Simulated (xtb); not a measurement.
H3O4P, triplet, geometry from GFN2-xTB (a higher spin typed on purpose: for a closed-shell molecule this is an excited state); xtb with GFN2-xTB with ALPB(acetone).

The xtb input:
```
$ xtb mol.xyz --gfn 2 --uhf 2 --alpb acetone --json

# file mol.xyz
8

O      0.77918714     0.89800259     1.38981789
P     -0.01342712    -0.03654108     0.29402552
O      1.07614325    -0.55931002    -0.64721325
O     -0.93075699    -1.31479553    -0.92120897
O     -0.86101349     1.15096454    -0.32530846
H      1.63291358     0.52824969     1.60995054
H     -0.53564913    -2.18592303    -0.95431307
H     -1.40433700     0.80689686    -1.03471785
```

It wrote (shortened):

```
   ID    Z sym.   atoms
    1    8 O      1, 3-5
    2   15 P      2
    3    1 H      6-8

           -------------------------------------------------
          |                Calculation Setup                |
           -------------------------------------------------

           -------------------------------------------------
          |                 G F N 2 - x T B                 |
           -------------------------------------------------

      * Solvation model:               ALPB
        Solvent                        acetone
        Parameter file                 internal GFN2-xTB/ALPB
        Dielectric constant                2.0700E+01
        Reference state                gsolv [1 M gas/solution]
        Free energy shift                  5.9241E-03 Eh       3.7175E+00 kcal/mol
        Temperature                        2.9815E+02 K
        Density                            7.9000E-01 kg/L
        Solvent mass                       5.8080E+01 g/mol
        Interaction kernel             P16
        Born radius scaling (c1)           1.8274E+00
        Born radii integrator          GBOBC
        Born offset                        0.0000E+00 a0       0.0000E+00 AA
        H-bond correction              true
        Ion screening                  false
        Surface tension                    1.0000E-05 Eh       1.5569E+01 dyn/cm
        Grid points                               230 per atom

          ...................................................
          :                      SETUP                      :
          :.................................................:
          :  # basis functions                  29          :
          :  # atomic orbitals                  28          :
          :  # shells                           14          :
          :  # electrons                        32          :
          :  max. iterations                   250          :
          :  Hamiltonian                  GFN2-xTB          :
          :  restarted?                      false          :
          :  GBSA solvation                   true          :
          :  PC potential                    false          :
          :  electronic temp.          300.0000000     K    :
          :  accuracy                    1.0000000          :
          :  -> integral cutoff          0.2500000E+02      :
          :  -> integral neglect         0.1000000E-07      :
          :  -> SCF convergence          0.1000000E-05 Eh   :
          :  -> wf. convergence          0.1000000E-03 e    :
          :  Broyden damping             0.4000000          :
          :  net charge                          0          :
          :  unpaired electrons                  2          :
          ...................................................

 iter      E             dE          RMSdq      gap      omega  full diag
   1    -20.3261499 -0.203261E+02  0.778E+00    8.18       0.0  T
   2    -20.3563023 -0.301524E-01  0.399E+00    8.05       1.0  T
   3    -20.3643246 -0.802233E-02  0.116E+00    7.79       1.0  T
   4    -20.3646335 -0.308842E-03  0.730E-01    7.81       1.0  T
   5    -20.3656083 -0.974840E-03  0.354E-01    7.75       1.0  T
   6    -20.3658139 -0.205618E-03  0.170E-01    7.74       1.0  T
   7    -20.3658290 -0.150666E-04  0.517E-02    7.74       1.0  T
   8    -20.3658306 -0.155175E-05  0.402E-02    7.74       1.0  T
   9    -20.3658335 -0.289211E-05  0.306E-03    7.74      11.5  T
  10    -20.3658335 -0.157116E-07  0.597E-04    7.74      59.2  T
  11    -20.3658335 -0.182645E-10  0.297E-04    7.74     118.9  T

   *** convergence criteria satisfied after 11 iterations ***

 transition dipole moment (au) for excitation:          16          17
     X       Y       Z
  -0.2406  -0.2384  -0.1340  total (au/Debye):    0.364   0.926
 dE (eV)             :    1.916
 oscillator strength :  0.88047E-02

         :::::::::::::::::::::::::::::::::::::::::::::::::::::
         ::                     SUMMARY                     ::
         :::::::::::::::::::::::::::::::::::::::::::::::::::::
         :: total energy             -20.279307797774 Eh    ::
         :: total w/o Gsasa/hb       -20.260136518716 Eh    ::
         :: gradient norm              0.009559796597 Eh/a0 ::
         :: HOMO-LUMO gap              7.740339064765 eV    ::
         ::.................................................::
         :: SCC energy               -20.365832004229 Eh    ::
         :: -> isotropic ES            0.097412662290 Eh    ::
         :: -> anisotropic ES         -0.006242188671 Eh    ::
         :: -> anisotropic XC         -0.002209996690 Eh    ::
         :: -> dispersion             -0.004111005899 Eh    ::
         :: -> Gsolv                  -0.025311603752 Eh    ::
         ::    -> Gelec               -0.006140324694 Eh    ::
         ::    -> Gsasa               -0.012785577937 Eh    ::
         ::    -> Ghb                 -0.012309842385 Eh    ::
         ::    -> Gshift               0.005924141264 Eh    ::
         :: repulsion energy           0.086524206455 Eh    ::
         :: add. restraining           0.000000000000 Eh    ::
         :: total charge               0.000000000001 e     ::
         :::::::::::::::::::::::::::::::::::::::::::::::::::::

           -------------------------------------------------
          |                Property Printout                |
           -------------------------------------------------

    * Orbital Energies and Occupations

         #    Occupation            Energy/Eh            Energy/eV
      -------------------------------------------------------------
         1        2.0000           -0.7364688             -20.0403
       ...           ...                  ...                  ...
         5        2.0000           -0.6519182             -17.7396
         6        2.0000           -0.6112900             -16.6340
         7        2.0000           -0.5789140             -15.7531
         8        2.0000           -0.5730606             -15.5938
         9        2.0000           -0.5544029             -15.0861
        10        2.0000           -0.5479033             -14.9092
        11        2.0000           -0.5327816             -14.4977
        12        2.0000           -0.5080727             -13.8254
        13        2.0000           -0.4927874             -13.4094
        14        2.0000           -0.4833639             -13.1530
        15        2.0000           -0.4789283             -13.0323
        16        1.0000           -0.4340982             -11.8124
        17        1.0000           -0.3637030              -9.8969 (HOMO)
        18                         -0.0792507              -2.1565 (LUMO)
        19                         -0.0024672              -0.0671
        20                          0.0310884               0.8460
        21                          0.1221719               3.3245
        22                          0.1682206               4.5775
        23                          0.2153674               5.8604
        24                          0.2377085               6.4684
        25                          0.2990052               8.1363
        26                          0.4172957              11.3552
        27                          0.9718761              26.4461
        28                          1.1952970              32.5257
      -------------------------------------------------------------
                  HL-Gap            0.2844522 Eh            7.7403 eV
             Fermi-level           -0.3389928 Eh           -9.2245 eV

     #   Z          covCN         q      C6AA      α(0)
     1   8 O        1.613    -0.416    21.185     6.212
     2  15 P        3.346     0.428   142.602    21.451
     3   8 O        0.809    -0.351    20.738     6.104
     4   8 O        1.557    -0.445    21.815     6.302
     5   8 O        1.613    -0.377    20.424     6.100
     6   1 H        0.858     0.385     0.508     1.117
     7   1 H        0.806     0.375     0.532     1.146
     8   1 H        0.926     0.401     0.475     1.077

 Mol. C6AA /au·bohr⁶  :       1030.008467
 Mol. C8AA /au·bohr⁸  :      31263.089912
 Mol. α(0) /au        :         49.509783

Wiberg/Mayer (AO) data.
largest (>0.10) Wiberg bond orders for each atom

 ---------------------------------------------------------------------------
     #   Z sym  total        # sym  WBO       # sym  WBO       # sym  WBO
 ---------------------------------------------------------------------------
     1   8 O    2.223 --     2 P    1.247     6 H    0.825
     2  15 P    4.727 --     3 O    1.506     5 O    1.330     1 O    1.247
                             4 O    0.603
     3   8 O    2.044 --     2 P    1.506     4 O    0.403
     4   8 O    1.933 --     7 H    0.846     2 P    0.603     3 O    0.403
     5   8 O    2.286 --     2 P    1.330     8 H    0.808
     6   1 H    0.852 --     1 O    0.825
     7   1 H    0.859 --     4 O    0.846
     8   1 H    0.839 --     5 O    0.808
 ---------------------------------------------------------------------------

Topologies differ in total number of bonds
Writing topology from bond orders to xtbtopo.mol

molecular dipole:
                 x           y           z       tot (Debye)
 q only:       -0.196      -0.633       0.291
   full:       -0.074      -0.815       0.253       2.176
molecular quadrupole (traceless):
                xx          xy          yy          xz          yz          zz
 q only:        0.563       0.351      -0.251       5.838      -1.466      -0.312
  q+dip:        0.654       0.609      -0.219       6.104      -1.978      -0.435
   full:        1.155       0.808      -0.355       6.804      -2.036      -0.800

           -------------------------------------------------
          | TOTAL ENERGY              -20.279307797774 Eh   |
          | GRADIENT NORM               0.009559796597 Eh/α |
          | HOMO-LUMO GAP               7.740339064765 eV   |
           -------------------------------------------------

normal termination of xtb
```
